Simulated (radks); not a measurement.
Results of a calculation; reference values are marked as such.
The nuclear charge of neutral helium is varied continuously with 2 electrons held in [He]. Level of theory: Dirac Kohn-Sham, BLYP, spin-unpolarised, spherical densities, point nucleus (a radial shooting solver on a logarithmic mesh with Libxc functionals). By the Hellmann-Feynman theorem dE/dZ = E(electron-nucleus)/Z, the electronic potential at the nucleus.

| Z | E (hartree) | E(electron-nucleus)/Z (hartree) | HOMO | e(HOMO) (eV) | <r> HOMO (bohr) |
|---|---|---|---|---|---|
| 1.75 | -2.12596 | -2.87567 | 1s1/2 | -8.960 | 1.125 |
| 2 | -2.90721 | -3.37438 | 1s1/2 | -15.916 | 0.9456 |
| 2.25 | -3.81318 | -3.87348 | 1s1/2 | -24.570 | 0.8160 |
| 2.5 | -4.84397 | -4.37288 | 1s1/2 | -34.921 | 0.7178 |
| 2.75 | -5.99964 | -4.87252 | 1s1/2 | -46.971 | 0.6408 |
| 3 | -7.28025 | -5.37235 | 1s1/2 | -60.719 | 0.5788 |

The central difference of E at Z = 2 is -3.374 hartree, to compare with the third column; the second derivative is -2 hartree.
